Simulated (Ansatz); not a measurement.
Geometry optimisation, RKS B3LYP-D4/def2-SVP in Ansatz.

Input file:

```yaml
crystal:
  periodic: [false, false, false]
  atoms:
    - { symbol: Ga, position_ang: [-0.242964, 0.185715, -0.494851] }
    - { symbol: "N", position_ang: [0.217683, 0.096315, 2.580576] }
    - { symbol: H, position_ang: [-0.407952, -0.352459, 3.251372] }
    - { symbol: H, position_ang: [1.059653, 0.372782, 3.088215] }
    - { symbol: H, position_ang: [1.231441, 0.344373, -0.997997] }
    - { symbol: H, position_ang: [-1.222089, -1.021748, -0.672279] }
    - { symbol: O, position_ang: [-0.957424, 1.654656, 0.260686] }
    - { symbol: Al, position_ang: [-1.882264, 3.080462, 0.276347] }
    - { symbol: H, position_ang: [-2.618949, 3.571596, -1.040298] }
    - { symbol: H, position_ang: [-1.95693, 3.88675, 1.637717] }
    - { symbol: H, position_ang: [-0.251006, 0.961257, 2.241711] }
basis:
  gaussian: { orbitals: def2-SVP }
hamiltonian:
  xc: b3lyp
  dispersion: d4
relax:
  f_tol: 0.03
  max_steps: 50
```

Command:

```bash
$ ansatz run input.yaml --threads 4 --pin off --max-ram 5120MiB --backend cpu --events-out ev --progress --plain --runs-dir out
```

Task: Where does it end, and by what steps?

Result: The forces met the threshold. After 12 steps the energy has fallen by 0.702 eV; H4 moved furthest, 0.77 Å. Joined: Ga1–N2 (3.11 → 2.15 Å).

```json
{"step": "0", "energy less start (eV)": "0.0000", "largest force component (eV/Å)": "0.667", "accepted": "yes"}
{"step": "1", "energy less start (eV)": "-0.1965", "largest force component (eV/Å)": "0.429", "accepted": "yes"}
{"step": "2", "energy less start (eV)": "-0.4486", "largest force component (eV/Å)": "0.595", "accepted": "yes"}
{"step": "3", "energy less start (eV)": "-0.6098", "largest force component (eV/Å)": "0.896", "accepted": "yes"}
{"step": "4", "energy less start (eV)": "-0.6648", "largest force component (eV/Å)": "0.633", "accepted": "yes"}
{"step": "5", "energy less start (eV)": "-0.6896", "largest force component (eV/Å)": "0.170", "accepted": "yes"}
{"step": "6", "energy less start (eV)": "-0.6922", "largest force component (eV/Å)": "0.119", "accepted": "yes"}
{"step": "7", "energy less start (eV)": "-0.6973", "largest force component (eV/Å)": "0.057", "accepted": "yes"}
{"step": "8", "energy less start (eV)": "-0.6998", "largest force component (eV/Å)": "0.047", "accepted": "yes"}
{"step": "9", "energy less start (eV)": "-0.7013", "largest force component (eV/Å)": "0.062", "accepted": "yes"}
{"step": "10", "energy less start (eV)": "-0.7018", "largest force component (eV/Å)": "0.034", "accepted": "yes"}
{"step": "11", "energy less start (eV)": "-0.6999", "largest force component (eV/Å)": "0.128", "accepted": "no"}
{"step": "12", "energy less start (eV)": "-0.7020", "largest force component (eV/Å)": "0.005", "accepted": "yes"}
```

```xyz
11
Properties=species:S:1:pos:R:3
Ga -0.256 0.273 0.135
N 0.245 0.015 2.215
H -0.195 -0.782 2.678
H 1.242 0.004 2.434
H 1.163 0.443 -0.532
H -1.234 -0.936 -0.128
O -1.094 1.854 0.552
Al -1.974 3.243 0.164
H -2.440 3.542 -1.324
H -2.327 4.248 1.342
H -0.162 0.875 2.596
```

Whether the end is a true minimum wasn't checked by a vibrational analysis.

Time of the run: 32 s on 4 threads of Arm Neoverse V1 (shared host), peak memory 0.27 GiB.
